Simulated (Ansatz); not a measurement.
Gas-phase reaction R1 → P1 + P2, each structure at its B3LYP-D3(BJ)/def2-TZVP stationary point, reached from a drawn start (curvature not checked).
P1: O atom, charge 0, multiplicity 3.
P2: S atom, charge 0, multiplicity 3.
R1, OS (SMILES O=S) (charge 0, multiplicity 3, Z-matrix in Å and degrees):
```
S
O 1 1.4899
```

P less R. No zero-point or thermal terms; open shells are unrestricted; no spin–orbit coupling.

Cores are frozen in the correlated methods.

The values were computed with Ansatz (Gaussian basis) for Hartree–Fock, density functionals and correlated methods. Each number belongs to the level named beside it.

Total energies in hartree:

| structure | PBE/def2-TZVPP | CCSD(T)/cc-pV(Q+d)Z |
|---|---|---|
| P1 | -75.009672 | -74.993566 |
| P2 | -397.938368 | -397.667852 |
| R1 | -473.171833 | -472.855463 |

Problem. Work out the reaction energy at each level in eV (1 hartree = 27.21139 eV), and say how far PBE/def2-TZVPP lies from CCSD(T)/cc-pV(Q+d)Z.

Solution. 
- PBE/def2-TZVPP: (-75.009672) + (-397.938368) − (-473.171833) = 0.223793 hartree = 6.090 eV
- CCSD(T)/cc-pV(Q+d)Z: (-74.993566) + (-397.667852) − (-472.855463) = 0.194045 hartree = 5.280 eV
PBE/def2-TZVPP less CCSD(T)/cc-pV(Q+d)Z: 0.810 eV. CCSD(T)/cc-pV(Q+d)Z is the level counted from, the highest shown, and no exact or measured value.

Ansatz is a program for electronic structure.
